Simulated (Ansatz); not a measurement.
A series at Si: from `[SeH][SiH]([SeH])[SeH]`, ligands are replaced one by one, each step taking up H₂ and setting free H₂Se; n counts the steps. Ansatz, PBE0-D4/def2-TZVP geometries. Each molecule was computed in one conformer, which needn't be the lowest.

CBS adds triple-zeta CCSD(T) − MP2 to the MP2 limit, frozen cores; atoms without spin–orbit coupling. Outer-core shells of Se are correlated without core-valence functions. Scalar relativity is left out up to krypton. Spin–orbit coupling is left out.

| n | molecule | atomization energy, CCSD(T)/CBS (kJ/mol) |
| --- | --- | --- |
| 0 | `[SeH][SiH]([SeH])[SeH]` | 2205.7 |
| 1 | `[SeH][SiH2][SeH]` | 1921.7 |
| 2 | `[SiH3][SeH]` | 1637.8 |
| 3 | SiH₄ | ? |

Question: By hand: fit a straight line y = ȳ + b (n − n̄) to the 3 given rows and predict n = 3.

Answer: n̄ = 1.000, ȳ = 1921.73; Σ(n − n̄)(y − ȳ) = -567.90, Σ(n − n̄)² = 2.000, so b = -283.95 kJ/mol a step. Prediction: 1921.73 + (-283.95) × (2.000) = 1353.8 kJ/mol.

Question: By hand: compare with the computed value, 1362.7 kJ/mol, and give the steps along the whole series.

Answer: The line misses by 8.9 kJ/mol (computed minus predicted). Steps: -284.0, -283.9, -275.1 kJ/mol.

The steps differ by at most 8.9 kJ/mol, 3.2 % of a mean step, so the ligands' effects nearly add and a line is close. The miss is 1.1 % of the series' range. The energies themselves are unsure by some kJ/mol a bond, though much of that is common to the series.
